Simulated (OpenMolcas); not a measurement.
A calculation on B II.

| Item | Value |
| --- | --- |
| Program | OpenMolcas |
| Method | CASSCF |
| Basis | ANO-RCC-VTZP [4s3p2d1f] |
| Scalar Hamiltonian | DKH2, point nucleus |
| Active space | 2 electrons in 8 orbitals (2s 2p 3s 3p) |
| State averaging | 2S+1 = 3 even, 3 roots; 2S+1 = 1 even, 7 roots; 2S+1 = 3 odd, 3 roots; 2S+1 = 1 odd, 3 roots |
| Spin-orbit coupling | RASSI with atomic mean-field integrals over the reference wave functions, term energies averaged over their components |

Task: Which level of the active space comes out lowest?

Result: 2s2 1S0, with 100 % of that term; it is also the measured ground level.

Task: How high does 2s 2p 1P* 1 lie?

Result: 82816 cm-1 above the lowest level; measured 73397 cm-1 above the ground level, so the calculation is off by +13 %.

Task: How high does 2s 2p 3P* 1 lie?

Result: 38239 cm-1 above the lowest level; measured 37342 cm-1 above the ground level, so the calculation is off by +2 %.

Task: How high does 2p2 3P0 lie?

Result: 100645 cm-1 above the lowest level; measured 98911 cm-1 above the ground level, so the calculation is off by +2 %.

Measured values: NIST Handbook of Basic Atomic Spectroscopic Data.

Without dynamic correlation excited terms often stand tens of per cent too high (terms of higher spin than the ground term too low), and those without a measured partner can miss by more than the paired ones. Active for correlation alone: 3p 3s; no level in the range computed is led by a configuration that fills them, so any true level of that kind is missing. Measured partners are found by configuration, term and J. A level has none where our copy of the source lacks it or the pairing is in doubt (some pairs that miss far off the trend of their configuration count as doubtful), and it then counts in no deviation. Only configurations of the active space appear.

* marks odd parity.
